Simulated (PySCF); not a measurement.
## [WO3F]− at several levels of theory

Computed with PySCF 2.14.0 (density fitting, no spin-orbit coupling) at the geometry relaxed with PBE:

```xyz
5
[WO3F]− (singlet; a saddle point, relaxed within its symmetry)
W    -0.0030    0.0899    0.0000
O     1.7540   -0.2464    0.0000
O    -0.0668    1.8515    0.0000
O    -1.8230   -0.2747    0.0000
F    -0.0827   -1.9645    0.0000
```

| level | basis | state | HOMO (eV) | gap (eV) | charge on W1 (e) | dipole about the centre of mass (D) | largest force component (eV/Å) |
| --- | --- | --- | --- | --- | --- | --- | --- |
| PBE | W def2-SVP with ECP60, O def2-SVP, F def2-SVP | singlet | -0.95 | 0.07 | 0.68 | 1.10 | 0.03 |
| B3LYP | the same | singlet | -2.13 | 1.46 | 0.90 | 1.48 | 1.08 |
| CAM-B3LYP | the same | singlet | -3.73 | 4.24 | 0.94 | 1.70 | 2.22 |
| M06-L | the same | singlet | -0.71 | 0.30 | 1.19 | 1.79 | 1.99 |

Charges are Mulliken's, which hang on the basis. The relaxation used the grid (50, 194), these runs (75, 302) or, all-electron (x2c bases, spin-free X2C Hamiltonian), (99, 590).

**Question.** What does TPSSh with W def2-SVP with ECP60, O def2-SVP, F def2-SVP give here?

**Answer.** state singlet, HOMO (eV) -1.46, gap (eV) 0.82, charge on W1 (e) 0.95, dipole about the centre of mass (D) 1.46, largest force component (eV/Å) 1.15. Time: 4.4 s on 2 threads of Arm Neoverse V2 (shared host), from an already converged density.

In the first row's basis the gap widens with exact exchange: 0.1 to 0.3 eV for PBE, M06-L (none); 0.8 to 1.5 eV for TPSSh, B3LYP (a fixed share); 4.2 eV for CAM-B3LYP (rising or full at long range).

The relaxed state isn't the lowest spin state tried at its geometry. The gap of the closed shell is small, and it wasn't tested for a lower spin-broken solution at this geometry.

Small gap, closed shell not tested for a spin-broken solution: TPSSh, B3LYP, M06-L.
